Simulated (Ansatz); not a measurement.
C2H10OSi3, SMILES O[Si@@H]1C[C@H]([SiH3])[SiH2]1.

The structure is a stationary point at B3LYP-D3(BJ)/def2-SVP. The structure was generated by enumeration; whether it is a known compound was not checked. One conformer was computed; it need not be the lowest.

Two levels are set side by side: PBE/def2-SVPD (Ansatz, an electronic-structure program) and CAM-B3LYP/def2-SVPD (Ansatz). Energy differences of separate SCF runs at the same geometry; the states with an electron removed or added have multiplicity 2 and 2. Differences are taken from unrounded values.

| quantity | CAM-B3LYP | PBE | PBE minus CAM-B3LYP |
|---|---|---|---|
| vertical ionisation energy (eV) | 9.24 | 8.81 | -0.43 |
| vertical singlet–triplet gap (eV) | 5.33 | 4.74 | -0.59 |
